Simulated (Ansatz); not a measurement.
A structure drawn as `C[SiH2]C1CC1`, with this starting geometry:

```xyz
15

C     1.1298    1.0318    1.7127
Si   -0.1442    1.0694    0.4592
C    -0.5661   -0.6724   -0.1072
C    -1.2387   -0.8592   -1.4494
C     0.2255   -1.3396   -1.1761
H     1.4469    2.0657    2.0790
H     0.8540    0.4822    2.6333
H     2.0698    0.5816    1.3792
H     0.2923    1.9152   -0.7078
H    -1.3624    1.7494    1.0114
H    -0.9804   -1.2722    0.6788
H    -1.3048    0.0107   -2.1445
H    -1.8837   -1.6085   -1.6005
H     0.4196   -2.3668   -1.1097
H     1.0422   -0.7874   -1.6587
```

Total charge 0; spin multiplicity 1.

**Question.** Relax it with Ansatz at PBE-D4/def2-SVP and then PBE0-D4/def2-TZVP. Is the drawn bonding still there?

**Answer.** Yes, every drawn bond is still there and no new one forms.

**Question.** Give the relaxed structure. (Estimate.)

**Answer.** The calculation gave: 
Z-matrix (Å, degrees):
```
C
Si 1 1.871
H 1 1.093 2 110.7
H 1 1.093 2 111.1 3 120.2
H 1 1.093 2 110.8 3 -119.8
C 2 1.855 1 112.1 3 58.3
H 2 1.493 1 110.0 3 -60.6
H 2 1.492 1 109.4 3 -178.9
C 6 1.510 2 119.6 1 -83.5
C 6 1.508 2 120.2 1 -152.9
H 6 1.087 2 116.2 1 61.3
H 9 1.083 6 117.7 2 142.2
H 9 1.084 6 118.1 2 -1.6
H 10 1.084 6 118.1 2 0.5
H 10 1.083 6 117.7 2 -143.1
```
No frequency check was run.

Atoms count as bonded under 1.1 times the sum of their covalent radii (H–H under 0.85 Å, pairs among N, O and F under 1.55 Å), and a drawn bond as lost past 1.3 times.
